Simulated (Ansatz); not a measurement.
```xyz
12

C     1.424   -0.565   -0.702
C     0.032    0.003   -0.553
Si   -0.706    1.456    0.505
B    -1.060   -0.462    0.413
O    -1.387   -1.617    1.015
H     1.416   -1.493   -1.281
H     1.856   -0.799    0.274
H     2.098    0.136   -1.201
H    -0.428    0.300   -1.507
H    -1.285    2.533   -0.334
H     0.068    2.013    1.646
H    -2.026   -1.505    1.724
```

Charge 0, multiplicity 1.

(1) List the r2SCAN/def2-TZVPP orbital energies in eV (the Gaussian-basis code of Ansatz). (Best estimate.)

Results:

(1) The calculation gave: Occupied: -1790.55, -516.73, -272.88, -272.71, -181.03, -141.05, -95.93, -95.90, -95.87, -27.46, -19.76, -16.81, -14.52, -12.81, -11.36, -10.68, -10.40, -10.12, -9.51, -9.03, -8.36, -6.39, -5.48. Lowest empty: -1.51, -0.33, 0.60, 1.18, 1.56, 1.92, 2.53, 2.76.
